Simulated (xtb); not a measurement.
xtb input (GFN2-xTB):

```bash
xtb mol.xyz --gfn 2 --ohess tight --chrg 0 --uhf 0
```
mol.xyz:
```
15

Si     0.03272747     0.03890772     0.26060413
C      1.60249659    -0.86037521    -0.35493208
C     -1.09943301     0.32312277    -1.16185726
N     -0.73169304    -1.01597890     1.44745079
N      0.55828266     1.51866391     1.06947415
H      2.32315312    -1.04946215     0.49513654
H      2.11938999    -0.19622503    -1.13791775
H      1.28095000    -1.81038586    -0.88160289
H     -1.96773566     0.84845513    -0.77998765
H     -1.39336634    -0.64505054    -1.64477360
H     -0.62128452     1.01926619    -1.85106919
H     -1.02061521    -1.93962764     0.93469630
H     -1.65378939    -0.55750222     1.74913060
H     -0.37540656     2.03800871     1.38664170
H      0.93955034     2.19048311     0.29817573
```

Output:

```
           -------------------------------------------------
          |                Calculation Setup                |
           -------------------------------------------------

           -------------------------------------------------
          |                 G F N 2 - x T B                 |
           -------------------------------------------------

        Reference                      10.1021/acs.jctc.8b01176
      * Hamiltonian:
        H0-scaling (s, p, d)           1.850000    2.230000    2.230000
        zeta-weighting                 0.500000
      * Dispersion:
        s8                             2.700000
        a1                             0.520000
        a2                             5.000000
        s9                             5.000000
      * Repulsion:
        kExp                           1.500000    1.000000
        rExp                           1.000000
      * Coulomb:
        alpha                          2.000000
        third order                    shell-resolved
        anisotropic                    true
        a3                             3.000000
        a5                             4.000000
        cn-shift                       1.200000
        cn-exp                         4.000000
        max-rad                        5.000000

          ...................................................
          :                      SETUP                      :
          :.................................................:
          :  # basis functions                  36          :
          :  # atomic orbitals                  35          :
          :  # shells                           21          :
          :  # electrons                        32          :
          :  max. iterations                   250          :
          :  Hamiltonian                  GFN2-xTB          :
          :  restarted?                      false          :
          :  GBSA solvation                  false          :
          :  PC potential                    false          :
          :  electronic temp.          300.0000000     K    :
          :  accuracy                    1.0000000          :
          :  -> integral cutoff          0.2500000E+02      :
          :  -> integral neglect         0.1000000E-07      :
          :  -> SCF convergence          0.1000000E-05 Eh   :
          :  -> wf. convergence          0.1000000E-03 e    :
          :  Broyden damping             0.4000000          :
          :  net charge                          0          :
          :  unpaired electrons                  0          :
          ...................................................

 iter      E             dE          RMSdq      gap      omega  full diag
   1    -17.0563225 -0.170563E+02  0.353E+00    7.43       0.0  T
   2    -17.0935384 -0.372159E-01  0.175E+00    6.94       1.0  T
   3    -17.0904937  0.304465E-02  0.992E-01    7.51       1.0  T
   4    -17.0998478 -0.935405E-02  0.336E-01    7.10       1.0  T
   5    -17.1007071 -0.859350E-03  0.145E-01    7.17       1.0  T
   6    -17.1007270 -0.199217E-04  0.457E-02    7.18       1.0  T
[...]
eigval :      -19.68    88.30   109.05   136.38   171.68   187.00
eigval :      217.92   242.92   255.90   473.63   522.52   640.01
Molecule has no symmetry elements
It seems to be the C1 point group
eigval :      738.49   775.34   783.87   786.77   803.54   807.83
eigval :      840.29   919.70   938.21  1378.20  1382.30  1494.91
eigval :     1496.79  1501.62  1501.81  1523.71  1534.71  3024.73
eigval :     3035.75  3039.79  3048.72  3052.78  3065.41  3483.11
eigval :     3485.23  3517.39  3519.92
 reduced masses (amu)
   1: 13.39   2: 11.40   3: 14.13   4: 11.97   5: 15.15   6: 12.71   7:  1.49   8:  1.19
   9:  1.17  10:  3.26  11:  9.77  12:  7.90  13: 13.11  14: 13.23  15: 13.30  16:  4.08
  17:  3.94  18: 10.89  19: 11.87  20:  2.50  21:  3.58  22:  2.99  23:  6.36  24:  5.89
  25:  9.08  26: 14.83  27: 16.44  28:  3.16  29:  3.06  30:  1.60  31:  1.61  32:  1.60
  33:  1.60  34:  2.39  35:  2.31  36:  1.82  37:  1.95  38:  1.42  39:  1.95  40:  1.53
  41:  1.71  42:  1.54  43:  1.54  44:  2.10  45:  2.10
 IR intensities (km·mol⁻¹)
   1:  0.29   2:  0.48   3:  0.04   4:  0.43   5:  0.19   6:  0.06   7:  8.12   8:  0.40
   9:  0.40  10: 19.66  11:  0.42  12:  2.99  13: 10.03  14: 18.34  15:  6.91  16: 22.02
  17:377.28  18: 20.25  19: 43.51  20:  0.04  21:  6.63  22:  4.61  23:  6.45  24: 11.06
  25:219.86  26:331.60  27:332.90  28: 14.15  29: 11.81  30:  0.60  31:  0.33  32:  0.05
  33:  0.15  34: 66.86  35: 26.76  36: 49.59  37: 36.37  38:  9.85  39: 66.86  40: 36.19
  41: 30.94  42:  0.74  43:  0.99  44:  1.25  45:  6.98
 Raman intensities (Ä⁴*amu⁻¹)
   1:  0.00   2:  0.00   3:  0.00   4:  0.00   5:  0.00   6:  0.00   7:  0.00   8:  0.00
   9:  0.00  10:  0.00  11:  0.00  12:  0.00  13:  0.00  14:  0.00  15:  0.00  16:  0.00
  17:  0.00  18:  0.00  19:  0.00  20:  0.00  21:  0.00  22:  0.00  23:  0.00  24:  0.00
  25:  0.00  26:  0.00  27:  0.00  28:  0.00  29:  0.00  30:  0.00  31:  0.00  32:  0.00
  33:  0.00  34:  0.00  35:  0.00  36:  0.00  37:  0.00  38:  0.00  39:  0.00  40:  0.00
  41:  0.00  42:  0.00  43:  0.00  44:  0.00  45:  0.00
 output can be read by thermo (or use thermo option).
 writing <g98.out> molden fake output.
 recommended (thermochemical) frequency scaling factor: 1.0
           -------------------------------------------------
          |             Thermodynamic Functions             |
           -------------------------------------------------

c1  symmetry found (for desy threshold:  0.10E+00) used in thermo
 inverting freq            1   19.679686536322951

          ...................................................
          :                      SETUP                      :
          :.................................................:
          :  # frequencies                          39      :
          :  # imaginary freq.                       0      :
          :  linear?                             false      :
          :  only rotor calc.                    false      :
          :  symmetry                               c1      :
          :  rotational number                       1      :
          :  scaling factor                  1.0000000      :
          :  rotor cutoff                   50.0000000 cm⁻¹ :
          :  imag. cutoff                  -20.0000000 cm⁻¹ :
          :.................................................:

    mode    ω/cm⁻¹     T·S(HO)/kcal·mol⁻¹    T·S(FR)/kcal·mol⁻¹   T·S(vib)
   ------------------------------------------------------------------------
       1     19.68    -1.98754 (  2.34%)    -1.33114 ( 97.66%)    -1.34653
       2     88.30    -1.10236 ( 90.68%)    -0.88770 (  9.32%)    -1.08235
       3    109.05    -0.97966 ( 95.77%)    -0.82525 (  4.23%)    -0.97312
       4    136.38    -0.85093 ( 98.23%)    -0.75906 (  1.77%)    -0.84930
       5    171.68    -0.72062 ( 99.29%)    -0.69091 (  0.71%)    -0.72041
       6    187.00    -0.67303 ( 99.49%)    -0.66561 (  0.51%)    -0.67299
       7    217.92    -0.58923 ( 99.72%)    -0.62030 (  0.28%)    -0.58932
       8    242.92    -0.53113 ( 99.82%)    -0.58815 (  0.18%)    -0.53123
       9    255.90    -0.50375 ( 99.85%)    -0.57273 (  0.15%)    -0.50385
   ------------------------------------------------------------------------

   temp. (K)  partition function   enthalpy   heat capacity  entropy
Note: The following floating-point exceptions are signalling: IEEE_UNDERFLOW_FLAG IEEE_DENORMAL
normal termination of xtb
                                   cal/mol     cal/K/mol   cal/K/mol   J/K/mol
 298.15  VIB  0.231E+04             4418.667     25.462     27.969
         ROT  0.147E+06              888.752      2.981     26.629
         INT  0.340E+09             5307.419     28.443     54.598
         TR   0.829E+27             1481.254      4.968     39.393
         TOT                        6788.6733    33.4110    93.9909   393.2577

       T/K    H(0)-H(T)+PV         H(T)/Eh          T*S/Eh         G(T)/Eh
   ------------------------------------------------------------------------
    298.15    0.108184E-01    0.135083E+00    0.446581E-01    0.904251E-01
   ------------------------------------------------------------------------

         :::::::::::::::::::::::::::::::::::::::::::::::::::::
         ::                  THERMODYNAMIC                  ::
         :::::::::::::::::::::::::::::::::::::::::::::::::::::
         :: total free energy         -16.874272095758 Eh   ::
         ::.................................................::
         :: total energy              -16.964697174035 Eh   ::
         :: zero point energy           0.124264725476 Eh   ::
         :: G(RRHO) w/o ZPVE           -0.033839647198 Eh   ::
         :: G(RRHO) contrib.            0.090425078278 Eh   ::
         :::::::::::::::::::::::::::::::::::::::::::::::::::::
imag cut-off (cm-1) :    5.00
 found            1  significant imaginary frequency
 writing imag mode distorted coords to xtbhess.xyz
 for further optimization.

optimized geometry written to: xtbopt.xyz

           -------------------------------------------------
          | TOTAL ENERGY              -16.964697174035 Eh   |
          | TOTAL ENTHALPY            -16.829614009082 Eh   |
          | TOTAL FREE ENERGY         -16.874272095758 Eh   |
          | GRADIENT NORM               0.000461351517 Eh/α |
          | HOMO-LUMO GAP               6.818162759742 eV   |
           -------------------------------------------------

------------------------------------------------------------------------
------------------------------------------------------------------------
 total:
 SCF:
 ANC optimizer:
 analytical hessian:
```
